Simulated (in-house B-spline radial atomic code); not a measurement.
**B3LYP (VWN-RPA) excitations of Fe8+**

Method: B3LYP (VWN-RPA). Computed with a B-spline radial code for spherical atoms: linear response of the closed shell [Ne] 3s2 3p6 with the functional's adiabatic kernel; non-relativistic, point nucleus, no spin-orbit coupling, no double excitations, S, P, D and F terms only. Only terms of natural parity with L up to 3 were computed.

Command:
```bash
python run_td.py task.json out
```
Settings (radii: box in bohr, nucleus in fm):
```
Z                        26
electrons                18
configuration            [Ne] 3s2 3p6
hamiltonian              nr
method                   b3lyp
box_radius               11.59
intervals                51
```

Cost of the run: 0.8 s on 1 thread of Arm Neoverse N1 (shared host).

The lowest states, in the order of their Tamm-Dancoff energies; the method's threshold (minus the highest occupied level) is 223.07 eV. Labels give the largest channel, * marks a mixed state, and oscillator strengths are full-response dipole values. Semilocal kernels can invert the small singlet-triplet splittings of Rydberg terms. Energies in eV:

```
     state  full response  Tamm-Dancoff  oscillator strength
3p → 3d 3P              ?             ?                    -
3p → 3d 3F          50.76         51.01                    -
3p → 3d 1F          55.33         55.34                    -
3p → 3d 1P          71.17         74.25                 2.85
3s → 3d 3D          87.19         87.26                    -
3s → 3d 1D              ?             ?                    -
3p → 4s 3P         114.62        114.63                    -
3p → 4s 1P         115.95        116.00                0.285
3p → 4p 3S         124.63        124.66                    -
3p → 4p 3D         125.72        125.74                    -
3p → 4p 1D         126.77        126.78                    -
3p → 4p 1S         131.88        132.19                    -
3p → 4d 3P         142.87        142.89                    -
3p → 4d 3F         143.14        143.15                    -
3p → 4d 1F         143.86        143.86                    -
3p → 4d 1P         144.80        144.87                0.527
3s → 4s 3S         150.10        150.11                    -
3s → 4s 1S         152.49        152.62                    -
3p → 4f 3D         156.66        156.68                    -
3p → 4f 1D         158.73        158.77                    -
3s → 4p 3P         161.28        161.29                    -
3s → 4p 1P         162.35        162.40                0.195
```

Question: Where does 3s → 3d 1D lie?

Answer: At 92.79 eV in full response, 92.92 eV in Tamm-Dancoff.

Question: Where does 3p → 3d 3P lie?

Answer: At 49.97 eV in full response, 50.15 eV in Tamm-Dancoff.

Question: How large is the singlet-triplet splitting of 3p → 3d (F terms) in Tamm-Dancoff?

Answer: 4.33 eV, from the unrounded values.

Question: What polarisabilities and dispersion coefficient does the method give?

Answer: Dipole 0.5003 bohr³, quadrupole 0.315 bohr⁵, C6 0.5766 hartree·bohr⁶ for two such species.
